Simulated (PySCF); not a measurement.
Ba (barium, neutral) across methods

[Xe] 6s1 6p1, high-spin 3P determinant (an excited configuration). All numbers are calculated (PySCF 2.14, a scalar-relativistic core potential, in def2-QZVPPD with the def2 core potential (46 electrons)).

| method | E (hartree) | mean ε 5p β (eV) | mean ε 6s α (eV) | mean ε 6p α (eV) | Σ⟨r²⟩ (bohr²) | ⟨S²⟩ |
| --- | --- | --- | --- | --- | --- | --- |
| r2SCAN | -25.4024 | -20.814 | -4.027 | -2.020 | 98.06 | 2.000 |
| TPSSh | -25.3994 | -21.046 | -4.126 | -2.174 | 98.02 | 2.000 |
| LC-wPBE | -25.4182 | -24.695 | -6.314 | -3.945 | 97.27 | 2.000 |
| LDA | -25.3144 | -20.090 | -4.153 | -1.961 | 97.94 | 2.000 |
| PBE | -25.4102 | -20.219 | -3.997 | -1.998 | 97.73 | 2.000 |
| PBE0 | -25.3934 | -21.782 | -4.566 | -2.458 | 98.04 | 2.000 |
| B97-3 | -25.4028 | -21.928 | -4.473 | -2.379 | 98.50 | 2.000 |
| PBEsol | -25.3448 | -20.093 | -4.038 | -1.970 | 97.43 | 2.000 |

Problem. Estimate the same row for UHF.

Solution. E (hartree) = -25.06613; mean ε 5p β (eV) = -25.552; mean ε 6s α (eV) = -5.929; mean ε 6p α (eV) = -3.627; Σ⟨r²⟩ (bohr²) = 102.4; ⟨S²⟩ = 2.000.

Energies and moments cover only the electrons outside the core potential. Spin-orbit coupling, absent here, splits the open shell strongly.
